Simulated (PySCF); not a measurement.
Cyclo-(SbH)5.
Structure used (PBE0-D3(BJ)/def2-SVP), in Å, numbered top down from 1:
```xyz
10
Sb5H5 angstrom
Sb    -0.8516   -2.0983   -0.1673
Sb     1.8222   -1.4111   -0.8345
Sb     2.0001    1.1772    0.3479
Sb    -0.6635    2.1476    0.2884
Sb    -1.7699    0.2343   -1.4953
H     -0.7982   -1.3389    1.3712
H      2.3805   -2.1331    0.6227
H      2.3092    1.8914   -1.1857
H     -1.0462    1.2308    1.6889
H     -3.2580    0.2235   -0.6320
```

Theory: PySCF, TDDFT CAM-B3LYP/def2-SVPD, vertical, gas phase, core orbitals frozen in the response, def2 core potentials past Kr. Spin–orbit coupling is left out.

Transition dipole moments from the ground state, in atomic units and in the frame of the coordinates above (overall signs are arbitrary), for the states with f of 0.002 or more among the lowest 8:

```tsv
state	E (eV)	μx	μy	μz
S2	3.731	0.141	-0.081	-0.135
S3	3.808	-0.192	-0.457	-0.013
S4	4.036	-0.363	0.159	0.022
S5	4.329	0.650	0.004	0.325
S6	4.389	0.474	-0.670	0.173
S7	4.494	-0.361	-0.788	-0.431
S8	4.559	-0.250	0.167	0.518
```

(1) What oscillator strength does each state have?

(2) Which bond between heavy atoms lies closest to the direction of the S7 transition dipole?

(3) What angle do the transition dipoles of S3 and S5 make?

(4) How is the summed strength of these states shared among x, y and z?

(5) What peak molar absorption coefficient would the strongest computed level give as a lone Gaussian band 0.5 eV wide at half height?

Answers

(1) f = (2/3) ΔE |μ|² with ΔE in hartree (27.2114 eV).

```
state  |μ|² (au)  |μ| (D)      f
   S2      0.045     0.54  0.004
   S3      0.246     1.26  0.023
   S4      0.158     1.01  0.016
   S5      0.528     1.85  0.056
   S6      0.704     2.13  0.076
   S7      0.937     2.46  0.103
   S8      0.359     1.52  0.040
```

(2) Sb4–Sb5, at 13° from it; next Sb2–Sb3 at 19°.

(3) |cos θ| = |μa·μb| / (|μa| |μb|) = 0.36, so θ ≈ 69° (taken between 0 and 90°, since the signs are arbitrary).

(4) (2/3) Σ ΔE μα² gives 0.109 for x, 0.142 for y and 0.067 for z, 0.318 in all.

(5) ε(max) = 2.175×10⁸ f / FWHM, with the width in cm⁻¹. S7: 2.175×10⁸ × 0.1032 / 4033 ≈ 5600 L mol⁻¹ cm⁻¹.

All these states lie below the vertical ionisation energy of 7.94 eV (ΔSCF).

On an Intel Xeon 6975P-C with one thread, shared host with 192 logical CPUs at a one-minute load of 58, this took 5.0 min wall (with the writing of density and orbital grids) and 1.3 GiB of memory at its peak.

One conformer stands for the species.
